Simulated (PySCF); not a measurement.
## A thermochemical cycle for KTe

r²SCAN in PySCF with x2c-SVPall on every atom, spin-free X2C, for the lowest determinant that a PBE0 search found; no spin–orbit coupling. KTe, a doublet (π ↑), has De = 2.23 eV to neutral atoms, and KTe⁺, a triplet (π ↑↑), has De = 0.45 eV to K⁺ + Te.

At the same level the K atom ionises at 4.22 eV.

Problem. What is the adiabatic ionisation energy of the molecule, and does ionisation strengthen or weaken the bond?

Solution. IE = IE(K) + De(neutral) − De(ion) = 4.22 + 2.23 − 0.45 = 6.00 eV. De changes by -1.78 eV, so ionisation weakens the bond.

Weak bonds: KTe⁺. Basis-set superposition, not corrected here, can be much of De in a small basis, most of all at correlated wavefunction levels. Spin–orbit coupling is left out, which matters for elements this heavy, above all for dissociation energies. For an ion De counts to the pair picked by the measured ionisation energies or electron affinities, which need not be the lowest pair at this level. States were picked by a PBE0 search and need not be the measured ground states.
